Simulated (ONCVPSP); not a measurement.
Varying the ONCV potential for boron (B)

Base potential:

B, optimised norm-conserving Vanderbilt (ONCV), made with ONCVPSP 4.0.1 (PBE, scalar-relativistic). Core [He], reference 2s1.75 2p1.25. Waves: 2s: rc 1.10 bohr, ncon 3, nbas 7, qcut 7 1/bohr, 2 projectors, debl 0.9 Ha; 2p: rc 3.20 bohr, ncon 4, nbas 7, qcut 3.6 1/bohr, 2 projectors, debl 0.4 Ha. Local part: polynomial inside 0.95 bohr (lpopt 5, dvloc0 1 Ha). Core correction: polynomial model core, fcfact 0.5.

All-electron outer shells of the reference configuration (PBE, scalar-relativistic, ld1.x):

```json
{"shell": "1s", "level (eV)": "-180.89", "outermost node (bohr)": "–", "outermost maximum (bohr)": "0.21"}
{"shell": "2s", "level (eV)": "-9.57", "outermost node (bohr)": "0.46", "outermost maximum (bohr)": "1.52"}
{"shell": "2p", "level (eV)": "-3.73", "outermost node (bohr)": "–", "outermost maximum (bohr)": "1.57"}
```

Cutoffs, loose and tight: the cutoffs (Ha) at which the residual kinetic energy of the hardest occupied pseudo-wave falls to 1 and 0.1 mHa per electron. They do not see the model core or the augmentation charge, which bear on the density cutoff. Test errors are all-electron minus pseudo excitation energies from the reference, over the configurations 2s2 2p1; 2s2 2p0; 2s1 2p0; 2s0 2p3. A dash means not determined; rows that change the core or the reference have their own tests.

A true bound ghost makes a file unfit for plane-wave use even where its test errors are small: the radial tests pick states by their node count and pass the ghost by.

| change | outcome | cutoff, loose | cutoff, tight | bound ghosts | GHOST(+) flags above zero | largest test error (meV) |
| --- | --- | --- | --- | --- | --- | --- |
| base | generated | 13 Ha | 17 Ha | none | none | +514 |
| s: rc 0.86; local potential polynomial inside 0.86 bohr (lpopt 5, dvloc0 1 Ha) | generated | 110 Ha | 210 Ha | s, p | none | +509 |
| s: rc 0.96 | generated | 12 Ha | 96 Ha | s | none | +509 |
| s: rc 1.06 | generated | 12 Ha | 17 Ha | none | none | +512 |
| s: rc 1.12 | generated | 13 Ha | 17 Ha | none | none | +514 |
| s: rc 1.2 | generated | 13 Ha | 18 Ha | none | none | +517 |
| s: rc 1.3 | generated | 13 Ha | 18 Ha | none | none | +517 |
| s: rc 1.4 | generated | 13 Ha | 18 Ha | none | none | +517 |
| s: rc 1.52 | generated | 13 Ha | 17 Ha | none | none | +517 |
| s: rc 1.58 | generated | 13 Ha | 17 Ha | none | none | +517 |

(1) What comes out with this change to the base: s: rc 0.76; local potential polynomial inside 0.76 bohr (lpopt 5, dvloc0 1 Ha)?

Answers

(1) outcome: generated; cutoff, loose: 269 Ha; cutoff, tight: 314 Ha; bound ghosts: s; GHOST(+) flags above zero: s; largest test error (meV): +509.

Reading the sweep of the s radius (base included, trends over the rows without a ghost): The loose cutoff stays near 13 Ha. The median size of the test errors (rows with all tests solved) stays near 128.3 meV. Bound ghosts are found at 0.76, 0.86, 0.96 bohr.
